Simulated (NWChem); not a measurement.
System: C4H7F; SMILES FC1CCC1

```xyz
12

F      0.0081     1.8404     0.0000
C      0.4700     0.5385     0.0000
C     -0.0771    -0.4095    -1.0831
C     -0.0870    -1.5220     0.0000
C     -0.0771    -0.4095     1.0831
H      1.5832     0.5691     0.0000
H      0.5121    -0.5568    -2.0097
H     -1.1077    -0.0998    -1.3508
H      0.8541    -2.1077     0.0000
H     -0.9374    -2.2307     0.0000
H     -1.1077    -0.0998     1.3508
H      0.5121    -0.5568     2.0097
```
Atoms are numbered in this order, from 1.

Computed with NWChem. Pople sets run with spherical d functions. All runs use the structure optimised with PBE-D3(BJ)/def2-SVP. Static field.

```json
[
 {"level": "PBE/6-31+G*", "isotropic polarisability (bohr³)": "47.7", "anisotropy (bohr³)": "5.7"},
 {"level": "B3LYP/6-31+G*", "isotropic polarisability (bohr³)": "46.2", "anisotropy (bohr³)": "5.0"},
 {"level": "LDA (Slater exchange, VWN5)/6-31+G*", "isotropic polarisability (bohr³)": "48.2", "anisotropy (bohr³)": "5.4"},
 {"level": "BHandHLYP/6-31+G*", "isotropic polarisability (bohr³)": "44.6", "anisotropy (bohr³)": "4.3"}
]
```
